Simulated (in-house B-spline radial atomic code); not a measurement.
**Ionising W7+ with different functionals**

Computed with a radial B-spline atomic code at the basis-set limit: four-component Dirac-Coulomb Hamiltonian, Fermi nucleus of rms radius 5.3658 fm, spin-restricted, spherical fractional occupations for the functionals, and exact exchange of hybrids averaged over the configuration. The ionisation energy is the difference of two self-consistent energies, [Xe] 4f13 → [Kr] 4d10 4f14 5s2 5p4, without Breit or QED terms; ε is the level of the shell that loses the electron (mean over j). The two configurations differ by more than the removed electron. The electron is taken from both j subshells in proportion to 2j + 1, so the result is a j average, not the step between ground levels.

| method | rung | ΔSCF (eV) | -ε(5p) (eV) |
| --- | --- | --- | --- |
| B97-1 | global hybrid | 147.18 | 139.44 |
| B3LYP | global hybrid | ? | ? |
| BHandHLYP | global hybrid | ? | ? |
| HSE06 | range-separated hybrid | 147.12 | 139.35 |

What does B3LYP give?

ΔSCF 147.35 eV, and -ε(5p) = 139.39 eV.

What does BHandHLYP give?

ΔSCF 147.62 eV, and -ε(5p) = 142.28 eV.

Among the functionals, which spreads more, the ΔSCF values or the orbital energies?

The orbital energies: ΔSCF values span about 0.49 eV and the orbital energies 2.93 eV; here energy differences depend much less on the functional than eigenvalues do.

How do they compare with the NIST value?

NIST lists 141 eV ± 1.2 (semi-empirical, ground level to ground level). Errors run from +5.92 to +6.42 eV. The correlated functionals all miss on the same side by more than they spread, so the cause is common to them (Breit-QED terms, spin polarisation, the choice among j levels, multiplet and fine-structure energies, or a listed next ion that isn't the cheapest removal here) and closeness doesn't rank the functionals.
